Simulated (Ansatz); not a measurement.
```yaml
crystal:
  periodic: [false, false, false]
  atoms:
    - {symbol: C, position_ang: [-1.165419, 0.747686, -0.880413]}
    - {symbol: Si, position_ang: [-0.176490, -0.761169, -0.332522]}
    - {symbol: In, position_ang: [1.614747, -0.151097, 1.421254]}
    - {symbol: H, position_ang: [-1.914894, 0.460811, -1.621644]}
    - {symbol: H, position_ang: [-0.515273, 1.501094, -1.330291]}
    - {symbol: H, position_ang: [-1.683233, 1.205805, -0.035018]}
    - {symbol: H, position_ang: [0.465194, -1.382374, -1.528053]}
    - {symbol: H, position_ang: [-1.113410, -1.781011, 0.223440]}
    - {symbol: H, position_ang: [1.271037, -0.163064, 3.120171]}
    - {symbol: H, position_ang: [3.217731, 0.323309, 0.963066]}
basis:
  gaussian: {orbitals: def2-SVP}
magnetization: {spin_polarized: true, initial_magnetization: 3}
hamiltonian: {xc: {name: CAM-B3LYP}, pseudopotentials: {relativity: scalar}}
accuracy: high
scf: {lower_state_search: full}
```

```sh
$ ansatz run in.yaml --threads 2 --pin off --events-out ev --progress --plain --max-ram 4352MiB
```

Output, abridged:

```
Error: a molecule whose nuclei and cores have a total charge of 48 cannot have a net charge of 0 together with 3 unpaired electrons
```

Question: What is wrong with this run?

Answer: The number of unpaired electrons doesn't fit the electron count. The program refused the input.
